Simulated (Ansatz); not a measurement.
CH4Si, SMILES `C=[SiH2]` (charge 0, multiplicity 1).

All values below come from Ansatz (a program for electronic structure) with frozen-core CCSD(T)/cc-pVTZ // B3LYP-D3(BJ)/def2-TZVP.

Ansatz 0.2 input:
```yaml
crystal:
  periodic: [false, false, false]
  atoms:
    - { symbol: C, position_ang: [-0.770307, -0.42434, 0.2791] }
    - { symbol: Si, position_ang: [0.649698, 0.357906, -0.23541] }
    - { symbol: H, position_ang: [-1.038967, -1.416069, -0.060943] }
    - { symbol: H, position_ang: [-1.465962, 0.036176, 0.968538] }
    - { symbol: H, position_ang: [1.023418, 1.70727, 0.221977] }
    - { symbol: H, position_ang: [1.602121, -0.260943, -1.173262] }
basis:
  gaussian: { orbitals: cc-pVTZ }
correlation:
  method: ccsd_t
```

Output:

```
Functional definition: HF
675 factors; integrals over basis functions are off by at most 1.2e-3 eV
mean field evaluation 1: about -8952.2157 eV, gradient 3.0e1 eV
mean field evaluation 2: about -8952.2214 eV, gradient 3.0e1 eV
mean field evaluation 4: about -8954.8568 eV, gradient 2.7e0 eV
mean field evaluation 8: about -8954.9034 eV, gradient 1.0e-3 eV
mean field evaluation 16: about -8954.9002 eV, gradient 5.8e-1 eV
mean field -8954.90342005 eV, -329.0866308351 hartree, gradient 2.1e-6 eV, S^2 0.000000; 0 other end points of the search recorded, 0 dependent functions left out; unrestricted orbitals would lower it
6 core orbitals not correlated
reference -8954.90342005 eV, -329.0866308351 hartree; 6, 6 occupied and 108, 108 virtual orbitals, 675 factors
second order -8.05348169 eV of doubles, -0.00000000 eV of singles
cycle   1  -8.53088172 eV  change   -4.8e-1 eV  update   7.4e-2
cycle   2  -8.81659204 eV  change   -2.9e-1 eV  update   2.6e-2
cycle   3  -8.87041868 eV  change   -5.4e-2 eV  update   1.1e-2
cycle   4  -8.86857077 eV  change    1.8e-3 eV  update   3.7e-3
cycle   5  -8.86875140 eV  change   -1.8e-4 eV  update   1.1e-3
cycle   6  -8.86863887 eV  change    1.1e-4 eV  update   3.9e-4
cycle   7  -8.86876100 eV  change   -1.2e-4 eV  update   1.7e-4
cycle   8  -8.86877455 eV  change   -1.4e-5 eV  update   5.0e-5
cycle   9  -8.86875464 eV  change    2.0e-5 eV  update   1.5e-5
cycle  10  -8.86875224 eV  change    2.4e-6 eV  update   3.2e-6
perturbative correction -0.39294701 eV, -0.0144405364 hartree
Total energy: -8964.16511930 eV, -329.4269920049 hartree
```
